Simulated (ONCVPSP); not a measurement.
**An all-electron radial function and its pseudo partner (Cs (Z = 55))**

Columns: radius, all-electron u(r) and pseudo u(r) of the 5p shell (level -14.68 eV) of caesium in the configuration [Kr] 4d10 5s2 5p6 6s0.75; PBE, scalar-relativistic, ONCV scheme, ONCVPSP 4.0.1.

```
r (bohr)  all-electron  pseudo
   0.160        0.1767  0.0140
   0.320        0.0655  0.0556
   0.480       -0.3256  0.1232
   0.640       -0.3698  0.2118
   0.800       -0.1589  0.3131
   0.960        0.1264  0.4170
   1.120        0.3838  0.5149
   1.280        0.5772  0.6022
   1.440        0.7034  0.6763
   1.600        0.7716  0.7343
   1.760        0.7943  0.7700
   1.920        0.7837  0.7759
   2.080        0.7505  0.7501
   2.240        0.7031  0.7031
   2.400        0.6479  0.6479
   2.560        0.5895  0.5894
   2.720        0.5310  0.5309
   2.880        0.4745  0.4745
   3.040        0.4214  0.4214
   3.200        0.3724  0.3724
   3.360        0.3278  0.3278
   3.520        0.2875  0.2875
   3.680        0.2515  0.2515
   3.840        0.2194  0.2194
   4.000        0.1911  0.1911
   4.160        0.1661  0.1661
```

Q: How many radial nodes do the two functions have?

A: The all-electron 5p function has n − l − 1 = 3 (the table is too coarse to show those close to the nucleus); the pseudo-wave has 0, since the states of the same l below it are removed with the core.

Q: At about which radius was the pseudo-wave matched?

A: 2.15 bohr, where the columns begin to agree (steps of 0.16 bohr).

Q: Where does each function peak?

A: Outermost all-electron maximum near 1.76 bohr, pseudo maximum near 1.92 bohr (to the table’s step).

Q: Is the pseudo-wave norm-conserving?

A: Yes: the ONCV scheme keeps the norm inside the radius equal to the all-electron one, which fixes the energy derivative of the logarithmic derivative at the level.
